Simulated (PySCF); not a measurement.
ClMg (SMILES [Mg+][Cl]), charge +1, singlet, at a GFN2-xTB geometry (such geometries of metal compounds can be far from the true shape), atoms displaced at random by about 0.08 Å a coordinate; HF/def2-SVP, gradient by finite differences (PySCF).

Here is a job for PySCF.
```python
from pyscf import gto, scf

mol = gto.Mole()
mol.atom = '''
    Mg    0.01301037   -0.06621903   -1.11850853
    Cl    0.02309002   -0.12743049    0.89411056
'''
mol.basis = 'def2-svp'
mol.charge = 1
mol.verbose = 4
mol.build()

mf = scf.RHF(mol)
mf.conv_tol = 1e-11
mf.kernel()
scan, done = mf.as_scanner(), []
scan.scf_summary = {}
def energy(d):
    c = mol.atom_coords()
    c[0, 1] += d
    e = scan(mol.set_geom_(c, unit='Bohr', inplace=False))
    done.append(scan.converged)
    return e
h = 1e-4
fd = (energy(h) - energy(-h)) / (2 * h)
print('dE/dx =', fd)
```

It wrote (shortened):

```
PySCF version 2.14.0

[INPUT] verbose = 4
[INPUT] num. atoms = 2
[INPUT] num. electrons = 28
[INPUT] charge = 1
[INPUT] spin (= nelec alpha-beta = 2S) = 0
[INPUT] symmetry False subgroup None
[INPUT] Mole.unit = angstrom
[INPUT] Symbol           X                Y                Z      unit          X                Y                Z       unit  Magmom
[INPUT]  1 Mg     0.013010370000  -0.066219030000  -1.118508530000 AA    0.024586036079  -0.125135830934  -2.113674789690 Bohr   0.0
[INPUT]  2 Cl     0.023090020000  -0.127430490000   0.894110560000 AA    0.043633814011  -0.240808726019   1.689624083481 Bohr   0.0

nuclear repulsion = 53.612184389934
number of shells = 16
number of NR pGTOs = 72
number of NR cGTOs = 36
basis = def2-svp
ecp = {}

******** <class 'pyscf.scf.hf.RHF'> ********
method = RHF
initial guess = minao
damping factor = 0
level_shift factor = 0
DIIS = <class 'pyscf.scf.diis.CDIIS'>
diis_start_cycle = 1
diis_space = 8
diis_damp = 0
SCF conv_tol = 1e-11
SCF conv_tol_grad = None
SCF max_cycles = 50
direct_scf = True
direct_scf_tol = 1e-13
Set gradient conv threshold to 3.16228e-06
Initial guess from minao.
init E= -659.038550015202
  HOMO = -0.47585694360666  LUMO = -0.150897223206045  gap/eV = 8.84260
cycle= 1 E= -658.646242890059  delta_E= 0.392  |g|= 0.251  |ddm|= 1.79
  HOMO = -0.612471211740928  LUMO = -0.281100837532048  gap/eV = 9.01705
cycle= 2 E= -658.671721293084  delta_E= -0.0255  |g|= 0.0905  |ddm|= 0.561
  HOMO = -0.641864236851407  LUMO = -0.266837627992664  gap/eV = 10.20499
cycle= 3 E= -658.674303536309  delta_E= -0.00258  |g|= 0.0167  |ddm|= 0.138
  HOMO = -0.635337447511535  LUMO = -0.264850678171741  gap/eV = 10.08146
cycle= 4 E= -658.67458825543  delta_E= -0.000285  |g|= 0.0056  |ddm|= 0.0369
  HOMO = -0.635630895195261  LUMO = -0.26517253352782  gap/eV = 10.08069
cycle= 5 E= -658.674632731209  delta_E= -4.45e-05  |g|= 0.00234  |ddm|= 0.0193
  HOMO = -0.634764233666791  LUMO = -0.265415048657141  gap/eV = 10.05050
cycle= 6 E= -658.67464144762  delta_E= -8.72e-06  |g|= 0.000356  |ddm|= 0.0127
  HOMO = -0.634759638957223  LUMO = -0.265479916977602  gap/eV = 10.04861
cycle= 7 E= -658.674641567592  delta_E= -1.2e-07  |g|= 4.78e-05  |ddm|= 0.00154
  HOMO = -0.634769730861739  LUMO = -0.265478149538263  gap/eV = 10.04894
cycle= 8 E= -658.67464156941  delta_E= -1.82e-09  |g|= 5.14e-06  |ddm|= 0.000119
  HOMO = -0.634769856021415  LUMO = -0.265477979573129  gap/eV = 10.04894
cycle= 9 E= -658.674641569429  delta_E= -1.97e-11  |g|= 7.2e-07  |ddm|= 1.58e-05
  HOMO = -0.63477000798529  LUMO = -0.265477904428909  gap/eV = 10.04895
cycle= 10 E= -658.67464156943  delta_E= -1.14e-13  |g|= 8.67e-08  |ddm|= 1.74e-06
  HOMO = -0.634770003516697  LUMO = -0.265477899313591  gap/eV = 10.04895
Extra cycle  E= -658.67464156943  delta_E= -7.96e-13  |g|= 3.04e-08  |ddm|= 2.21e-07
converged SCF energy = -658.67464156943
Create scanner for <class 'pyscf.scf.hf.RHF'>

WARN: Mole.unit (angstrom) is changed to Bohr

New geometry
   1 Mg     0.013010370000  -0.066166112279  -1.118508530000 AA    0.024586036079  -0.125035830934  -2.113674789690 Bohr
   2 Cl     0.023090020000  -0.127430490000   0.894110560000 AA    0.043633814011  -0.240808726019   1.689624083481 Bohr

******** <class 'pyscf.scf.hf.RHF_Scanner'> ********
method = RHF_Scanner
initial guess = minao
damping factor = 0
level_shift factor = 0
DIIS = <class 'pyscf.scf.diis.CDIIS'>
diis_start_cycle = 1
diis_space = 8
diis_damp = 0
SCF conv_tol = 1e-11
SCF conv_tol_grad = None
SCF max_cycles = 50
direct_scf = True
direct_scf_tol = 1e-13
Set gradient conv threshold to 3.16228e-06
init E= -658.674641132083
  HOMO = -0.634769930396239  LUMO = -0.265478091833963  gap/eV = 10.04894
cycle= 1 E= -658.674641736687  delta_E= -6.05e-07  |g|= 4.06e-06  |ddm|= 2.36e-05
  HOMO = -0.634769753419372  LUMO = -0.265477972322453  gap/eV = 10.04894
cycle= 2 E= -658.674641736696  delta_E= -9.32e-12  |g|= 1.34e-06  |ddm|= 8.32e-06
  HOMO = -0.634769808994944  LUMO = -0.265477967863081  gap/eV = 10.04894
Extra cycle  E= -658.674641736696  delta_E= 4.55e-13  |g|= 3.85e-07  |ddm|= 2.23e-06
converged SCF energy = -658.674641736696

WARN: Mole.unit (angstrom) is changed to Bohr

New geometry
   1 Mg     0.013010370000  -0.066271947721  -1.118508530000 AA    0.024586036079  -0.125235830934  -2.113674789690 Bohr
   2 Cl     0.023090020000  -0.127430490000   0.894110560000 AA    0.043633814011  -0.240808726019   1.689624083481 Bohr

******** <class 'pyscf.scf.hf.RHF_Scanner'> ********
method = RHF_Scanner
initial guess = minao
damping factor = 0
level_shift factor = 0
DIIS = <class 'pyscf.scf.diis.CDIIS'>
diis_start_cycle = 1
diis_space = 8
diis_damp = 0
SCF conv_tol = 1e-11
SCF conv_tol_grad = None
SCF max_cycles = 50
direct_scf = True
direct_scf_tol = 1e-13
Set gradient conv threshold to 3.16228e-06
init E= -658.674642608526
  HOMO = -0.634769953470904  LUMO = -0.265477578733276  gap/eV = 10.04896
cycle= 1 E= -658.674641402265  delta_E= 1.21e-06  |g|= 8.07e-06  |ddm|= 4.65e-05
  HOMO = -0.63477031190302  LUMO = -0.265477814197626  gap/eV = 10.04896
cycle= 2 E= -658.674641402301  delta_E= -3.64e-11  |g|= 2.63e-06  |ddm|= 1.63e-05
  HOMO = -0.634770210153543  LUMO = -0.265477821730565  gap/eV = 10.04896
cycle= 3 E= -658.674641402304  delta_E= -2.73e-12  |g|= 8.18e-07  |ddm|= 3.92e-06
  HOMO = -0.634770225831606  LUMO = -0.265477823556836  gap/eV = 10.04896
Extra cycle  E= -658.674641402305  delta_E= -1.36e-12  |g|= 3.4e-07  |ddm|= 2.09e-06
converged SCF energy = -658.674641402305
dE/dx = -0.0016719519635444158
```
